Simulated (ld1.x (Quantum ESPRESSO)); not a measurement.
# What one change does to a pseudopotential (phosphorus, TM)

- Element: P (Z = 15)
- Generator: ld1.x (Quantum ESPRESSO) 7.5
- Type: norm-conserving Troullier–Martins (Kleinman–Bylander form)
- Functional: PBE
- Relativity: non-relativistic
- Frozen core: [Ne]
- Valence charge: 5
- Reference configuration: 3s2 3p1 (charge +2)
- Partial waves: 3p (bound): rc 1.50 bohr; 3d channel at -0.15 Ry: rc 1.35 bohr; 3s (bound): rc 1.10 bohr
- Local potential: the s channel
- Core correction: none

Change: wave 3s (bound): rc 1.10 bohr becomes 3s (bound): rc 1.00 bohr.

Cutoffs: the cutoffs (Ry, on a coarse ladder) from which the occupation-weighted sum of valence levels, in a spherical-Bessel basis at the reference potential, stays within 10 and 1 mRy of its value at 400 Ry; they do not see the model core or the augmentation charge, which bear on the density cutoff. Errors are all-electron minus pseudo energies relative to the spin-unpolarised reference configuration.

Predict the effect on cutoff, ghosts and configuration errors.

Of the 7 tests that both files solve, the error grows in 7 and shrinks in 0 by more than 15 % and 0.3 meV (median size 37.1 → 54.4 meV); the range in which the s phases agree narrows (upper end 0.5 → -1.1); the range in which the p phases agree narrows (upper end 2.2 → 0.8); neither file shows a bound ghost. That the errors move this way runs against the usual rule that smaller radii transfer better.

| quantity | base | changed |
| --- | --- | --- |
| cutoff, loose | 70 Ry | 180 Ry |
| cutoff, tight | 200 Ry | over 300 Ry |
| loose cutoff by channel (10 mRy a level) | p 8 Ry, s 60 Ry | p 8 Ry, s 90 Ry |
| bound ghosts | none | none |
| error for 3s2 3p3, meV [ΔE -28.90 eV] | +37 | +54 |
| error for 3s2 3p2, meV [ΔE -19.16 eV] | +15 | +22 |
| error for 3s2 3p0, meV [ΔE 29.75 eV] | +37 | +45 |
| error for 3s2 3p2.5, meV [ΔE -25.12 eV] | +27 | +39 |
| error for 3s1 3p4, meV [ΔE -20.45 eV] | +74 | +106 |
| error for 3s2 3p3.3, meV [ΔE -30.21 eV] | +42 | +62 |
| error for 3s1 3p3, meV [ΔE -10.13 eV] | +53 | +74 |
| s: phases at 1.65 bohr within 0.05 rad from the reference energy up to (Ry; the scan ends near 5) | 0.5 | -1.1 |
| p: phases at 1.65 bohr within 0.05 rad from the reference energy up to (Ry; the scan ends near 5) | 2.2 | 0.8 |
| d: phases at 1.65 bohr within 0.05 rad from the reference energy up to (Ry; the scan ends near 5) | to the end of the scan | to the end of the scan |
